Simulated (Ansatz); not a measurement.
Start from `OB[NH][GaH2]` and change one atom or group to get `OBNCO`.

Ansatz, PBE0-D4/def2-TZVP geometries, multiplicity 1. Each molecule was computed in one conformer, which needn't be the lowest.

Scalar relativity is left out up to krypton.

```json
{"property": "size of the dipole moment (ωB97M-V/def2-TZVPP) / D", "`OB[NH][GaH2]`": "1.46"}
{"property": "HOMO energy (ωB97M-V/def2-TZVPP) / eV", "`OB[NH][GaH2]`": "-9.62"}
{"property": "size of the dipole moment (B3LYP/def2-TZVPP) / D", "`OB[NH][GaH2]`": "1.44"}
{"property": "LUMO energy (PBE0/def2-TZVPP) / eV", "`OB[NH][GaH2]`": "-0.40"}
{"property": "HOMO–LUMO gap (B3LYP/def2-TZVPP) / eV", "`OB[NH][GaH2]`": "6.43"}
{"property": "HOMO–LUMO gap (PBE0/def2-TZVPP) / eV", "`OB[NH][GaH2]`": "6.94"}
```

Problem. Give the same properties after the change, and the shifts. (Best estimate.)

Solution. Ansatz gave: 
```tsv
property	`OBNCO`	shift
size of the dipole moment (ωB97M-V/def2-TZVPP) / D	1.46	0.00
HOMO energy (ωB97M-V/def2-TZVPP) / eV	-10.13	-0.51
size of the dipole moment (B3LYP/def2-TZVPP) / D	1.44	0.00
LUMO energy (PBE0/def2-TZVPP) / eV	0.66	1.06
HOMO–LUMO gap (B3LYP/def2-TZVPP) / eV	7.81	1.38
HOMO–LUMO gap (PBE0/def2-TZVPP) / eV	8.42	1.48
```

With PBE0 the HOMO falls by 0.42 eV and the LUMO rises by 1.06 eV, so the gap widens by about 1.48 eV. PBE moves the HOMO by -0.22 eV and ωB97M-V by -0.51 eV. Dipoles are sizes alone; their direction can turn.

B3LYP here is the variant with VWN-RPA as its local correlation; programs differ in this.
